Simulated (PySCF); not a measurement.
## Sb: ionisation energy

Sb [Kr] 4d10 5s2 5p3 (4S) → Sb⁺ [Kr] 4d10 5s2 5p2 (3P), as a difference of total energies. Computed with PySCF 2.14 in x2c-QZVPPall (13s9p7d4f1g, 112 functions), with scalar relativity by spin-free X2C-1e. Correlated levels: valence: [Kr] 4d10 frozen. The calculations carry no spin-orbit coupling.

```tsv
method	ionisation energy (eV)	error (eV)
UHF	8.572	-0.552
MP2 (valence)	9.010	-0.114
SCS-MP2 (valence)	8.884	-0.240
CCSD (valence)	8.988	-0.136
CCSD(T) (valence)	9.024	-0.100
```

Reference: 9.124 eV (measured; NIST levels, between the centres of gravity of the two terms).

Errors of the correlated levels include the incompleteness of this basis and the frozen core.
